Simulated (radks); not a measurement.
Spin polarisation of the 4d5 shell in the ruthenium ion Ru3+. Start: [Kr] 4d(up 2.5, down 2.5); electrons of 4d are moved from spin down to spin up, other shells keep equal spins. Method: non-relativistic Kohn-Sham, PBE, spin-polarised, spherical densities, point nucleus; computed with a radial shooting solver on a logarithmic mesh with Libxc functionals.

moment (Bohr magnetons)  E - E(0) (eV)  e(4d up) (eV)  e(4d down) (eV)  4p down minus up (eV)
0                                0.000        -37.808          -37.808                 0.000
1                               -0.201        -38.191          -37.385                  0.810
2                               -0.807        -38.536          -36.918                  1.624
3                               -1.821        -38.844          -36.405                  2.448
4                               -3.249        -39.116          -35.840                  3.285
5                               -5.103        -39.353          -35.203                  4.140

At moment 5 the spin-polarisation energy is -5.103 eV and the 4d exchange splitting 4.150 eV, that is 0.830 eV per Bohr magneton; E = -I m^2/4 would give I = 0.816 eV.
